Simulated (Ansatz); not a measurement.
Job for Ansatz (a program for electronic structure): R-CCSD(T)/def2-SVPD on BeBrCl (SMILES [Cl][Be][Br]), a point of a bond scan (R = 1.957 Å). The run froze 20 orbitals, filled d shells among them.

Ansatz 0.2 input:
```yaml
crystal:
  periodic: [false, false, false]
  atoms:
    - {symbol: Be, position_ang: [-0.00000000, -0.00000000, -0.67601116]}
    - {symbol: Cl, position_ang: [-0.00000000, -0.00000000, -2.47866670]}
    - {symbol: Br, position_ang: [0.00000000, 0.00000000, 1.28118224]}
basis:
  gaussian:
    orbitals: def2-SVPD
    pivot_positions_ang: [[-0.00000000, -0.00000000, -0.67601116], [-0.00000000, -0.00000000, -2.47866670], [0.00000000, 0.00000000, 1.28118224]]
magnetization: {spin_polarized: false}
correlation: {method: ccsd_t, electrons: outside_noble_gas}
scf: {lower_state_search: off}
output: {orbitals: {seedname: ./end}}
```

**Question.** Predict the final total energy.

**Answer.** -3046.5607 hartree (reference determinant -3046.2357, T1 diagnostic 0.009).
